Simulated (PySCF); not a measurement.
Ionisation energy of Os+ by level of theory

Os+ [Xe] 4f14 5d6 6s1 [5d3/2^4 5d5/2^2 6s1/2^1, M_J = 9/2] → Os(2+) [Xe] 4f14 5d6 [5d3/2^4 5d5/2^2, M_J = 4], as a difference of total energies. All numbers are calculated (PySCF 2.14, the two-component X2C-1e Hamiltonian, in x2c-QZVPPall-2c). "Screened" scales the spin-orbit matrix elements by Boettger's factors to mimic the two-electron term; Breit and QED terms are absent.

```tsv
method	ionisation energy (eV)
GHF (spin-free)	16.042
GHF (screened spin-orbit)	16.020
```

The spin-free rows relax to the high-spin LS determinant and lack the spin-orbit shift.

The labels give the starting determinants; with spin-orbit coupling the two ends relaxed to ⟨J²⟩ = 24.78, ⟨L²⟩ = 6.56, ⟨S²⟩ = 8.58 and ⟨J²⟩ = 20.07, ⟨L²⟩ = 6.66, ⟨S²⟩ = 5.85.

For comparison: 17 ± 1 eV (semi-empirical (NIST evaluation); NIST Atomic Spectra Database, ionization energies).
